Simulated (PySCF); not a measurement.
**Adding and removing an electron: SnB**

PBE0; Sn cc-pVDZ-PP with ECP28, B cc-pVDZ; scalar-relativistic core potentials (PySCF 2.14). Neutral (UKS): quartet (σ ↑, π ↑↑), Re = 2.185 Å, ωe = 557 cm⁻¹, De = 2.74 eV, HOMO -6.05 eV, LUMO -2.97 eV.

SnB⁺ (UKS): triplet (σ ↑, π ↑), Re = 2.388 Å, ωe = 411 cm⁻¹, De = 2.06 eV to Sn⁺ + B. The energies at the minima are -238.96927 hartree for SnB and -238.67592 for SnB⁺.

(1) Work out the adiabatic ionisation energy, without and with harmonic zero-point energies (1 hartree = 27.2114 eV, 1 eV = 8065.5 cm⁻¹), and the change of the bond length.

Spin–orbit coupling is left out, which matters for elements this heavy, above all for dissociation energies. For an ion De counts to the pair picked by the measured ionisation energies or electron affinities, which need not be the lowest pair at this level. States were picked by a PBE0 search and need not be the measured ground states.

Answers

(1) At PBE0: 0.29335 hartree = 7.982 eV between the minima; the zero-point term (411.0 − 557.0)/2 cm⁻¹ = -0.009 eV makes it 7.973 eV. Re changes by +20.3 pm against the neutral. The electron leaves a π orbital, and the longer bond of the ion fits a bonding orbital, or a change in how ionic the bond is.
